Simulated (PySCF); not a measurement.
**Question.** Write Cartesian coordinates for InChI=1S/C2H4N2OSi/c3-1-2-4-6-5/h2,5H,6H2/b4-2+ as optimised with PBE0-D3(BJ)/def2-SVP.

**Answer.** 
```xyz
10
C2H4N2OSi angstrom
N      3.5881    0.6399   -0.5051
C      2.5150    0.2039   -0.5054
C      1.1837   -0.3732   -0.5180
N      0.1890    0.2610   -0.0673
Si    -1.4635   -0.3537   -0.0590
O     -2.4187    0.6816   -0.9225
H      1.1470   -1.3944   -0.9528
H     -1.8401   -0.4365    1.3798
H     -1.5627   -1.6766   -0.7376
H     -2.4349    1.6032   -0.6464
```

Orientation and origin are arbitrary. Atoms count from 1 in this order. N4 (C=N nitrogen) is bent (angle 124.4°). Si5 (oxygen-bound silicon) is distorted tetrahedral (angles from 105.1° to 113.2°). O6 (silanol oxygen) is bent (angle 117.4°). The 2 C–N bonds span 1.158 Å (N1≡C2, drawn triple) to 1.263 Å (C3=N4, drawn double), a spread of 0.105 Å.

Bonds between heavy atoms (Å): N1≡C2 1.158, C2–C3 1.451, C3=N4 1.263, N4–Si5 1.763, Si5–O6 1.652.

The calculation used PBE0-D3(BJ)/def2-SVP geometry optimisation, gas phase (PySCF 2.14.0).

Point group: C1 (no symmetry element, even within 0.4 Å). Stationary, but not proved a minimum. The numbers are those of one conformer (C3–N4–Si5–O6 -121°, N4–Si5–O6–H -56°).
